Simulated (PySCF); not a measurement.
System: sum formula H$_{3}$SiO$_{3}$, net charge 0, doublet state. It need not be the lowest isomer of its formula. SMILES: O[Si](O)O
Coordinates optimised at B3LYP-D3(BJ)/def2-TZVP (Ansatz):
```xyz
7

Si     0.2956     0.1430    -0.1661
O     -0.1234    -1.2927    -0.8566
O     -0.9908     1.1652    -0.2838
O      0.5966    -0.1230     1.4314
H     -0.3795    -1.2841    -1.7836
H     -0.9111     2.0318     0.1254
H      1.2937    -0.7462     1.6564
```
Charge 0, spin multiplicity 2.

Dispersion corrections to the total energy (kcal/mol) from the dftd3 and dftd4 libraries through PySCF: D3(BJ) without and D4 with the three-body term, each with the damping fitted for the functional named.

```json
[
 {"functional": "B3LYP", "D3(BJ)": "-4.60", "D4": "-4.44"},
 {"functional": "revPBE", "D3(BJ)": "-6.51", "D4": "-8.86"},
 {"functional": "r2SCAN", "D3(BJ)": "-0.68", "D4": "-0.63"},
 {"functional": "CAM-B3LYP", "D3(BJ)": "(withheld)", "D4": "-2.27"},
 {"functional": "TPSS", "D3(BJ)": "(withheld)", "D4": "-3.70"},
 {"functional": "BP86", "D3(BJ)": "-4.16", "D4": "-3.59"},
 {"functional": "TPSSh", "D3(BJ)": "-2.95", "D4": "(withheld)"}
]
```

### Question
Fill in the missing entries.

### Answer

- CAM-B3LYP, D3(BJ): -2.00
- TPSS, D3(BJ): -3.23
- TPSSh, D4: -3.33
